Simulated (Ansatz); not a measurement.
A nudged elastic band was laid between two geometries of CHOSSi (5 atoms, charge -1, multiplicity 1).

Method: RKS PBE0-D4/def2-SVP (Ansatz 0.2.0).

```
movable images  : 5
climbing image  : yes
spring          : 5.0 eV/Å²
optimiser       : quadratic models (default)
start path      : through a guess of the saddle point
force threshold : 0.05 eV/Å
iteration limit : 60
end points      : relaxed
```

Initial state:

```xyz
5
Properties=species:S:1:pos:R:3
O 1.012 1.394 0.291
C 0.356 0.232 0.242
Si -0.420 -0.972 -0.675
S -1.314 -2.756 -0.287
H 0.366 2.102 0.429
```

Final state:

```xyz
5
Properties=species:S:1:pos:R:3
O 1.006 1.415 0.193
C 0.323 0.324 -0.165
Si -0.356 -1.178 0.251
S -1.343 -2.659 -0.730
H 0.370 2.098 0.451
```

Which bonds break or form, and what moves?

No bond is made or broken. The dihedral H5–O1–C2–Si3 goes from 92 to -93°. The two ends are copies of one structure, up to a mirror image or an exchange of like atoms.

Give the energies along the band, and the barrier.

It converged. The highest image is number 3 of 0 to 6, 0.264 eV above the ends, which have the same energy within 2 meV. A vibrational analysis at the climbing image gives one clearly imaginary mode, 397i cm⁻¹: a first-order saddle point. Limits of this set-up: an anion without diffuse functions, the dipole of an ion depends on the origin.

| image | path coordinate (Å) | energy (eV) | dihedral H5–O1–C2–Si3 (°) |
| --- | --- | --- | --- |
| 0 | 0.00 | 0.000 | 92 |
| 1 | 0.22 | 0.050 | 123 |
| 2 | 0.44 | 0.187 | 151 |
| 3 | 0.66 | 0.264 | 180 |
| 4 | 0.88 | 0.188 | -152 |
| 5 | 1.10 | 0.052 | -124 |
| 6 | 1.32 | 0.000 | -93 |

What is the geometry of the highest image?


```xyz
5
Properties=species:S:1:pos:R:3
O 0.980 1.444 0.117
C 0.123 0.383 0.092
Si -0.205 -1.171 -0.353
S -1.407 -2.793 -0.442
H 0.508 2.138 0.586
```

What are the harmonic wavenumbers there?

397i, 143, 201, 261, 509, 826, 1186, 1482, 3853 cm⁻¹.

The band took 10 iterations and of the order of 110 core-seconds.

Run time: 110 s on 1 thread of Arm Neoverse V1, with other jobs on the host, peak memory 0.13 GiB.
